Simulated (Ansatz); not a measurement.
Vertical singlet–triplet gap (eV) of eight halogen compounds: PBE beside CAM-B3LYP, computed with Ansatz (a quantum-chemistry and plane-wave program) for isolated molecules in the bases named; differences from unrounded values. The eight are the first of their class met in an unordered collection, after screening for sound electronic states; none was chosen by its value. Functionals give these values as differences of separate SCF runs (ΔSCF), EOM-CCSD as a root; each molecule has one DFT geometry for both levels.

| molecule | basis | CAM-B3LYP | PBE | difference |
|---|---|---|---|---|
| C5H5F, SMILES FC1=CCC=C1 | def2-SVPD | 3.26 | 3.21 | -0.05 |
| 4-chlorobut-1-ene (C₄H₇Cl), SMILES C=CCCCl | def2-SVPD | 4.34 | 4.38 | 0.03 |
| C3H3ClF2, SMILES F[C@@H]1C[C@@]1(F)Cl | def2-SVPD | 6.36 | 5.59 | -0.77 |
| C2Cl3F, SMILES FC(Cl)=C(Cl)Cl | def2-SVPD | 3.73 | 3.77 | 0.04 |
| C2HBrClF, SMILES C(=C\F)(/Br)Cl | def2-SVPD | 3.84 | … | … |
| 1,1,2-trichloroprop-1-ene (C3H3Cl3), SMILES ClC(C)=C(Cl)Cl | def2-SVPD | 3.59 | … | … |
| C₅H₅F, SMILES C(=C=CF)C=C | def2-SVPD | 3.28 | 3.15 | -0.13 |
| (1E)-1-bromobuta-1,3-diene (C4H5Br), SMILES C=C/C=C/Br | def2-SVPD | 3.11 | … | … |

Q: What belongs in the gaps? (The exact figures need the calculation; the answer reports its results.)

A: 
- (1E)-1-bromobuta-1,3-diene (C4H5Br), SMILES C=C/C=C/Br, PBE: 2.99
- (1E)-1-bromobuta-1,3-diene (C4H5Br), SMILES C=C/C=C/Br, difference: -0.12
- C2HBrClF, SMILES C(=C\F)(/Br)Cl, PBE: 3.86
- C2HBrClF, SMILES C(=C\F)(/Br)Cl, difference: 0.02
- 1,1,2-trichloroprop-1-ene (C3H3Cl3), SMILES ClC(C)=C(Cl)Cl, PBE: 3.62
- 1,1,2-trichloroprop-1-ene (C3H3Cl3), SMILES ClC(C)=C(Cl)Cl, difference: 0.03

PBE lies below CAM-B3LYP in 4 and above it in 4 of the eight; the mean signed difference is -0.12 and the largest -0.77 eV.
